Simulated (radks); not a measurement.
Species: Si3+. Configuration: [Ne] 3s1.

Method: scalar-relativistic Kohn-Sham, LB94 model potential, spin-polarised, spherical densities, finite nucleus; open shells are filled with parallel spins first; Fermi nuclear charge, rms radius 3.1224 fm; computed with a radial shooting solver on a logarithmic mesh with Libxc functionals.

Energy parts (Ry):
part                   energy
kinetic             580.52030
electron-nucleus  -1349.16168
Hartree             232.97690
(The LB94 potential has no energy functional, so no total or exchange-correlation energy is given.)

Orbitals (lengths in bohr, moments of r in powers of bohr):
| orbital | occ. | eigenvalue (Ry) | <r> | <r^4> |
|---|---|---|---|---|
| 1s up | 1 | -137.2255 | 0.1108 | 0.0007006 |
| 1s down | 1 | -137.2041 | 0.1108 | 0.0007009 |
| 2s down | 1 | -13.88704 | 0.5685 | 0.2731 |
| 2s up | 1 | -13.88500 | 0.5655 | 0.2645 |
| 2p down | 3 | -10.70921 | 0.5337 | 0.2826 |
| 2p up | 3 | -10.70108 | 0.5295 | 0.2694 |
| 3s down | 0 | -3.64103 | 1.755 | 18.98 |
| 3s up | 1 | -3.41163 | 1.803 | 21.44 |
| 3p down | 0 | -2.96666 | 1.911 | 28.00 |
| 3p up | 0 | -2.76353 | 1.987 | 32.99 |
| 3d down | 0 | -2.10113 | 2.167 | 50.48 |
| 3d up | 0 | -1.92901 | 2.319 | 66.51 |
| 4s down | 0 | -1.65028 | 3.678 | 325.4 |
| 4s up | 0 | -1.58685 | 3.768 | 362.8 |
| 4f down | 0 | -1.04855 | 4.154 | 552.4 |
| 4f up | 0 | -1.00780 | 4.363 | 664.8 |

The highest occupied level is 3s up at -46.418 eV. The configuration is held as typed, so some empty levels lie below it. The density falls to 0.001 e/bohr^3 at r = 3.00 bohr. Spin moment in Bohr magnetons: 1. The spin density at the nucleus is 8.654 e/bohr^3 (1s 0.201, 2s 0.454, 3s 7.999). The electron density at the nucleus is 1911 e/bohr^3 (large components only).
